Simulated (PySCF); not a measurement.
## Induced dipoles and field energies

Compound: C6H10N2.
Structure used (GFN2-xTB), in Å, numbered top down from 1:
```xyz
18
C6H10N2 angstrom
C      2.0891   -0.5882    0.6058
C      1.2112   -0.6414   -0.6469
C      0.0811    0.3227   -0.5577
N      0.1438    1.5683   -1.0852
N     -0.9651    2.2728   -0.8721
C     -1.7619    1.4744   -0.1905
C     -1.1608    0.2248    0.0436
C     -1.7312   -0.9338    0.7854
H      1.5019   -0.8315    1.4876
H      2.9065   -1.3011    0.5261
H      2.5067    0.4076    0.7371
H      0.8119   -1.6513   -0.7633
H      1.8161   -0.4124   -1.5277
H      0.9081    1.9755   -1.5999
H     -2.7356    1.8075    0.1092
H     -2.8147   -0.9483    0.6902
H     -1.3304   -1.8698    0.4002
H     -1.4854   -0.8696    1.8465
```

Level: PBE0/def2-SVPD (PySCF); nuclei fixed, core orbitals frozen in the response. Permanent dipole (1.914, -2.061, 0.114) D (1 au = 2.5417 D). Static polarisability (au):

```
x   93.43 -6.95 -7.04
y   -6.95 85.56 -9.92
z   -7.04 -9.92 69.27
```

Only the terms in μ and α are kept: μ(F) = μ + αF and ΔE = −μ·F − ½ F·αF.

(1) A field of 0.008 au (0.411 V/Å) is applied along each axis in both senses. Find the induced dipole, the size of the total dipole and the two energy terms.

(2) For the field (-0.0040, -0.0072, -0.0016) au, what is the induced dipole, and what angle does it make with the field?

(3) Which field along μ doubles the dipole in that direction (linear response)?

(4) What field makes μF equal to kT at 100 K?

(5) A unit point charge sits 14 Å away. Estimate the induction energy −αe²/2R⁴ with the mean polarisability, treating the molecule as a point.

Answers

(1) 
```
field along  induced x (D)  induced y (D)  induced z (D)  total size (D)  −μ·F (kJ/mol)  −½F·αF (kJ/mol)
         +x          1.900         -0.141         -0.143           4.404        -15.817           -7.850
         −x         -1.900          0.141          0.143           1.937        +15.817           -7.850
         +y         -0.141          1.740         -0.202           1.804        +17.031           -7.188
         −y          0.141         -1.740          0.202           4.332        -17.031           -7.188
         +z         -0.143         -0.202          1.409           3.252         -0.942           -5.820
         −z          0.143          0.202         -1.409           3.060         +0.942           -5.820
```

(2) αF = (-0.794, -1.455, -0.029) D, at 10.0° to the field. The polarisability along this direction, F·αF/F², is 76.54 au, against a mean of 82.75 au.

(3) The polarisability along the dipole is 96.29 au, so F = 1.1075 au / 96.29 au = 0.0115 au = 0.59 V/Å; higher-order terms are ignored.

(4) kT = 0.3167 × 10⁻³ Eh, so F = 0.000286 au = 1.47 MV/cm.

(5) R = 26.46 bohr, so the energy is −82.8/(2 × 26.46⁴) Eh = -0.222 kJ/mol. The charge–dipole term at its most favourable orientation, −μe/R², is -4.15 kJ/mol.

Isolated species at its GFN2-xTB geometry (one conformer only).

These values come from a run that also computed excited states. The run took 52 s wall (grids of density and orbitals included) on an Arm Neoverse V1 with one thread, no GPU, on a shared host, and the process peaked at 0.93 GiB of memory.
